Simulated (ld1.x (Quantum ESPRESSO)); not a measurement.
# zinc, TM: configuration errors across variants

```json
{
 "Element": "Zn",
 "Generator": "ld1.x (Quantum ESPRESSO) 7.5",
 "Type": "norm-conserving Troullier–Martins (Kleinman–Bylander form)",
 "Functional": "PBE",
 "Relativity": "scalar-relativistic",
 "Frozen core": "[Ne]",
 "Valence charge": "20",
 "Reference configuration": "3s2 3p6 3d10 4s2 4p0",
 "Partial waves": "3p (bound): rc 0.75 bohr; 3d (bound): rc 1.30 bohr; 3s (bound): rc 0.95 bohr",
 "Local potential": "the s channel",
 "Core correction": "none"
}
```

Occupied shells without a wave of their own: 4s. They enter only through the test configuration that unscreens the potential.

All-electron excitation energies from the reference (eV): (1) 3s2 3p6 3d10 4s1 4p0 9.888; (2) 3s2 3p6 3d10 4s0 4p0 28.331; (3) 3s2 3p6 3d9 4s0 4p0 68.865; (4) 3s2 3p5 3d10 4s2 4p0 92.032; (5) 3s2 3p6 3d9 4s2 4p1 12.244; (6) 3s2 3p6 3d10 4s1 4p1 5.086; (7) 3s2 3p6 3d10 4s0 4p1 16.212.

For the base: The 4s level has no wave, so the channel is fitted at the deeper level alone: the likely source of the large errors.

The file “base” misses its own reference levels by 0.5 eV. The file “all radii scaled by about 1.05 (s 1.00, p 0.78, d 1.36 bohr)” misses its own reference levels by 0.6 eV. The file “all radii scaled by about 1.25 (s 1.18, p 0.94, d 1.62 bohr)” misses its own reference levels by 1.4 eV. The file “all radii scaled by about 1.36 (s 1.30, p 1.02, d 1.76 bohr)” misses its own reference levels by 2.1 eV.

Errors AE − PS in meV (a dash: test not solved or not reliable):

```tsv
change	(1)	(2)	(3)	(4)	(5)	(6)	(7)	bound ghosts
base	-604	-1527	-2284	-92	+136	-447	-1169	none
all radii scaled by about 0.79 (s 0.74, p 0.60, d 1.02 bohr)	-121	-306	-469	-18	+23	-90	-236	none
all radii scaled by about 0.89 (s 0.84, p 0.66, d 1.16 bohr)	-273	-690	-1044	-44	+58	-203	-530	none
all radii scaled by about 1.05 (s 1.00, p 0.78, d 1.36 bohr)	-807	-2041	-3038	-98	+181	-597	-1562	none
all radii scaled by about 1.25 (s 1.18, p 0.94, d 1.62 bohr)	-1895	-4772	-6974	-253	+434	-1398	-3649	none
all radii scaled by about 1.36 (s 1.30, p 1.02, d 1.76 bohr)	-2735	-6848	-9963	-526	+553	-2002	-5218	none
```

Problem. Give the same row for: all radii scaled by about 1.15 (s 1.08, p 0.86, d 1.50 bohr).

Solution. -1204, -3041, -4496, -177, +278, -889, -2324; bound ghosts: none.
